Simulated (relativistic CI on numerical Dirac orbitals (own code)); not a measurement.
# One change at a time: Cd2+

Base calculation: Dirac-Coulomb-Breit CI, KLI orbitals optimised for each configuration, QED by a radiative potential, valence Slater integrals scaled by 0.85, P86 correlation energy added to each configuration.

CI space (outside the closed core [Kr]): 4d10, 4d9 5s, 4d9 5p, 4d9 4f, 4d8 5s2, 4d9 5d, 4d9 6s, 4d9 6p, 4d8 4f2, 4d9 6d, 4d8 5s 5p, 4d9 5f, 4d9 5g, 4d9 6f, 4d9 6g, 4d8 5p2. Levels of other configurations are missing.

Variants: (1) Slater integrals left unscaled; (2) self-excluded LDA correlation estimate; (3) non-relativistic limit. Shifts of the energy above 4d10 1S_0, in cm⁻¹, for the lowest level and the first level of each name with at least 55 % of one term (blank where a level changes its place among those of its configuration and J or its character, or is not in the variant):

| Level | Base | Δ(1) | Δ(2) | Δ(3) | Measured |
| --- | --- | --- | --- | --- | --- |
| 4d10 1S_0 | 0.0 | 0.0 | 0.0 | 0.0 | 0.0 |
| 4d9 5s 3D_3 | 84030.5 | -68.0 | +25.7 | +15254.9 | 80454.3 |
| 4d9 5s 3D_2 | 85939.9 | +102.1 | +26.7 | +13345.5 | 82354.6 |
| 4d9 5s 3D_1 | 89596.7 | -32.0 | +25.6 | +9688.7 | 86219.5 |
| 4d9 5s 1D_2 | 92413.0 | +580.1 | +29.1 | +11017.1 | 88871.8 |
| 4d9 5p 3P°_2 | 135442.1 | -634.1 | +526.3 | +10118.0 |  |
| 4d9 5p 3F°_3 | 138248.4 | -10.4 | +525.8 | +10223.3 |  |
| 4d9 5p 3P°_1 | 140004.2 | -496.1 | +526.5 | +5555.9 |  |
| 4d9 5p 3F°_4 | 140485.6 | -33.2 | +525.3 | +7986.1 |  |
| 4d9 5p 3F°_2 | 142147.2 | -3.5 | +525.8 | +6324.5 |  |
| 4d9 5p 3P°_0 | 143096.0 | -546.9 | +526.5 | +2464.1 |  |
| 4d9 5p 3D°_3 | 144365.8 | +557.1 | +526.9 |  |  |
| 4d9 5p 1D°_2 | 144614.4 | +534.3 | +527.4 |  |  |
| 4d9 5p 1P°_1 | 148358.6 |  | +534.3 |  |  |

For a near-neutral ion this model can misplace configurations by up to about 10,000 cm⁻¹ (more where the count of f electrons changes) and terms by 10 to 25 % of their spread. Rates follow the energies as ν³ (E1, M1) or ν⁵ (E2), so they and the lifetimes can be off by large factors. The fine structure of a lone outer electron comes out too small, for d and f at times inverted, and misplaced configurations move strength between like terms. 18 of the 28 excited levels that our extract of the measured tables holds in this range could be paired (the sources list more); they are missed by 4039 cm⁻¹ on average and 8061 at most, and levels without a partner can miss by more.

Measured levels: Moore, Atomic Energy Levels, vol. III, NSRDS-NBS 35 (1971 reprint of NBS Circular 467, 1958).

Ionisation energy from the two ground configurations alone: base 37.15 eV; self-excluded LDA correlation estimate 37.47 eV. The NIST ASD value (measured) is 37.468 eV.

LS names give the leading component of a level, which can be under half, so a name can repeat, a term be missing and a line seem to break the LS rules.
